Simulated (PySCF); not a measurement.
[In(CCH)4]-, C₈H₄In (charge -1).
Bonds: In1–C2, In1–C5, In1–C8, In1–C11, C2–C3, C5–C6, C8–C9, C11–C12. Hydrogens: H4 on C3; H7 on C6; H10 on C9; H13 on C12.

Computed, not measured: PySCF, PBE0-D3(BJ)/def2-SVP geometry optimisation, gas phase, def2 core potentials past Kr.

List the bond lengths and angles at this level.

```json
{"bond": "In1–C2 and 3 like bonds", "length (Å)": "2.162"}
{"bond": "C2–C3 and 3 like bonds", "length (Å)": "1.223"}
{"bond": "C3–H4 and 3 like bonds", "length (Å)": "1.075"}
```

Bonds in one row agree within 0.01 Å and their mean is given. A selection of angles:
```json
{"angle": "C2–In1–C5", "degrees": "109.2"}
{"angle": "In1–C2–C3", "degrees": "179.5"}
```

All 4 C–In bonds measure 2.161 to 2.162 Å. All 4 C–C bonds measure 1.223 Å. In1 (indium bonded to 4 C) is tetrahedral (angles from 109.2° to 109.7°).

Whether it is a minimum is left open (no frequencies). The geometry's basis has no diffuse functions, a weakness for an anion.

On one thread, Arm Neoverse V1 (aarch64), shared host with 32 logical CPUs at a one-minute load of 14, this took 1.8 min of wall time and 0.61 GiB of memory at its peak. These figures are those of the optimisation.
